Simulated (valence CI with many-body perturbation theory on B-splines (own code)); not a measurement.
Se: electric-dipole lines

Calculated by valence CI with perturbative core correlation (CI+MBPT): six valence electrons over a frozen Dirac-Fock core [Ar] 3d10, a basis of 9 s, 9 p, 8 d, 6 f, 3 g, 1 h functions for each j, with the one-electron correlation potential Σ1, the two-electron term Σ2, the three-electron term Σ3, Breit, model QED; selected CI, second order for the rest, scaled by the run's own slope (own B-spline code, finite nucleus).

Against 24 measured levels this calculation errs by 203 cm⁻¹ on average and by 344 at most. These come from a selection out of the NIST Handbook of Basic Atomic Spectroscopic Data. Levels without a partner in it may be off by more. Among the levels kept, up to 1600 cm⁻¹ of a level comes from second order outside the variational space, and about a tenth of that is noise between levels of different J, which matters for small intervals.

Lines 1 to 50 of 103 in falling wavelength, among levels below 68042 cm⁻¹, chosen from the strongest by gf and those to the six lowest levels. Wavelengths and rates use the calculated energies, so an error of 200 cm⁻¹ moves a line at 3659 nm by 7.3 % and its rate by three times that or more. Electric multipoles are in the length gauge, E1 and E2 with the static RPA response of the core. Weak lines are less certain than strong ones. Lines between different terms over intervals too small for the method are left out, as are lines whose strength nearly cancels and 8 of this kind that miss the measured wavelength by over 7 %. The highest levels of a list are the least certain.

```tsv
λ vac (nm)	λ from measured levels	Upper	Lower	A (s⁻¹)	S (a.u.) with core polarisation	S without
3659	3690	4s2.4p3.4d 5D°_3	4s2.4p3.5p 3P_2	7.13e+03	1.21e+00	1.21e+00
3655	3625	4s2.4p3.4d 5D°_0	4s2.4p3.5p 3P_1	5.51e+03	1.33e-01	1.33e-01
3652	3722	4s2.4p3.4d 5D°_1	4s2.4p3.5p 3P_0	6.38e+01	4.60e-03	4.60e-03
3618	3710	4s2.4p3.4d 5D°_2	4s2.4p3.5p 3P_2	5.40e+03	6.30e-01	6.30e-01
3615	3696	4s2.4p3.4d 5D°_1	4s2.4p3.5p 3P_2	3.89e+03	2.72e-01	2.72e-01
3538	3635	4s2.4p3.4d 5D°_2	4s2.4p3.5p 3P_1	1.39e+02	1.52e-02	1.52e-02
3535	3623	4s2.4p3.4d 5D°_1	4s2.4p3.5p 3P_1	5.45e+03	3.57e-01	3.56e-01
3199	3379	4s2.4p3.5s 3D°_3	4s2.4p3.5p 5P_2	1.47e+04	1.67e+00	1.66e+00
2508	2513	4s2.4p3.4d 5D°_4	4s2.4p3.5p 5P_3	2.73e+06	1.92e+02	1.92e+02
2459	2502	4s2.4p3.4d 5D°_3	4s2.4p3.5p 5P_3	9.60e+05	4.93e+01	4.93e+01
2440	2511	4s2.4p3.4d 5D°_2	4s2.4p3.5p 5P_3	1.95e+05	6.98e+00	6.98e+00
2425	2417	4s2.4p3.4d 5D°_0	4s2.4p3.5p 5P_1	2.89e+06	2.04e+01	2.04e+01
2422	2439	4s2.4p3.4d 5D°_3	4s2.4p3.5p 5P_2	1.98e+06	9.72e+01	9.72e+01
2403	2448	4s2.4p3.4d 5D°_2	4s2.4p3.5p 5P_2	1.73e+06	5.94e+01	5.94e+01
2402	2442	4s2.4p3.4d 5D°_1	4s2.4p3.5p 5P_2	7.63e+05	1.57e+01	1.57e+01
2373	2421	4s2.4p3.4d 5D°_2	4s2.4p3.5p 5P_1	1.09e+06	3.60e+01	3.60e+01
2372	2415	4s2.4p3.4d 5D°_1	4s2.4p3.5p 5P_1	2.38e+06	4.71e+01	4.71e+01
2306	2446	4s2.4p3.5s 1D°_2	4s2.4p3.5p 5P_3	1.10e+04	3.34e-01	3.34e-01
2273	2386	4s2.4p3.5s 1D°_2	4s2.4p3.5p 5P_2	1.18e+05	3.43e+00	3.43e+00
2246	2360	4s2.4p3.5s 1D°_2	4s2.4p3.5p 5P_1	6.25e+04	1.75e+00	1.75e+00
2154	2174	4s2.4p3.4d 3D°_2	4s2.4p3.5p 3P_2	1.26e+06	3.10e+01	3.10e+01
2142	2172	4s2.4p3.4d 3D°_1	4s2.4p3.5p 3P_0	2.94e+06	4.27e+01	4.27e+01
2134	2145	4s2.4p3.4d 3D°_3	4s2.4p3.5p 3P_2	5.44e+06	1.83e+02	1.83e+02
2129	2163	4s2.4p3.4d 3D°_1	4s2.4p3.5p 3P_2	1.52e+05	2.18e+00	2.18e+00
2125	2148	4s2.4p3.4d 3D°_2	4s2.4p3.5p 3P_1	3.94e+06	9.33e+01	9.33e+01
2101	2138	4s2.4p3.4d 3D°_1	4s2.4p3.5p 3P_1	2.24e+06	3.08e+01	3.08e+01
1865		4s2.4p3.6s 5S°_2	4s2.4p3.5p 3P_2	5.46e+04	8.75e-01	8.74e-01
1844		4s2.4p3.6s 5S°_2	4s2.4p3.5p 3P_1	2.04e+04	3.16e-01	3.16e-01
1684		4s2.4p3.6s 3S°_1	4s2.4p3.5p 3P_0	1.72e+06	1.21e+01	1.21e+01
1676		4s2.4p3.6s 3S°_1	4s2.4p3.5p 3P_2	8.57e+06	5.97e+01	5.97e+01
1673	1699	4s2.4p3.4d 3D°_2	4s2.4p3.5p 5P_3	9.88e+00	1.14e-04	1.14e-04
1661	1681	4s2.4p3.4d 3D°_3	4s2.4p3.5p 5P_3	3.73e+03	5.91e-02	5.90e-02
1659		4s2.4p3.6s 3S°_1	4s2.4p3.5p 3P_1	5.32e+06	3.59e+01	3.59e+01
1656	1669	4s2.4p3.4d 3D°_2	4s2.4p3.5p 5P_2	1.65e+04	1.85e-01	1.85e-01
1644	1652	4s2.4p3.4d 3D°_3	4s2.4p3.5p 5P_2	8.42e+04	1.29e+00	1.29e+00
1641	1657	4s2.4p3.4d 3D°_2	4s2.4p3.5p 5P_1	3.56e+04	3.89e-01	3.89e-01
1641	1663	4s2.4p3.4d 3D°_1	4s2.4p3.5p 5P_2	3.04e+03	1.99e-02	1.99e-02
1627	1651	4s2.4p3.4d 3D°_1	4s2.4p3.5p 5P_1	2.00e+04	1.28e-01	1.28e-01
1494		4s2.4p3.6s 5S°_2	4s2.4p3.5p 5P_3	8.98e+06	7.38e+01	7.38e+01
1480		4s2.4p3.6s 5S°_2	4s2.4p3.5p 5P_2	6.63e+06	5.30e+01	5.30e+01
1468		4s2.4p3.6s 5S°_2	4s2.4p3.5p 5P_1	3.89e+06	3.04e+01	3.04e+01
1358		4s2.4p3.6s 3S°_1	4s2.4p3.5p 5P_2	8.77e+04	3.25e-01	3.25e-01
1348		4s2.4p3.6s 3S°_1	4s2.4p3.5p 5P_1	1.96e+04	7.10e-02	7.09e-02
1238	1213	4s2.4p3.5p 5P_1	4s2.4p3.5s 3S°_1	8.89e+04	2.49e-01	2.50e-01
1230	1206	4s2.4p3.5p 5P_2	4s2.4p3.5s 3S°_1	2.17e+05	9.96e-01	9.97e-01
1056	1039	4s2.4p3.5p 3P_1	4s2.4p3.5s 3S°_1	2.19e+07	3.82e+01	3.83e+01
1049	1033	4s2.4p3.5p 3P_2	4s2.4p3.5s 3S°_1	2.20e+07	6.28e+01	6.29e+01
1046	1031	4s2.4p3.5p 3P_0	4s2.4p3.5s 3S°_1	2.23e+07	1.26e+01	1.26e+01
913.4	904.1	4s2.4p3.5p 5P_1	4s2.4p3.5s 5S°_2	2.96e+07	3.33e+01	3.34e+01
909.0	900.4	4s2.4p3.5p 5P_2	4s2.4p3.5s 5S°_2	2.97e+07	5.50e+01	5.51e+01
```
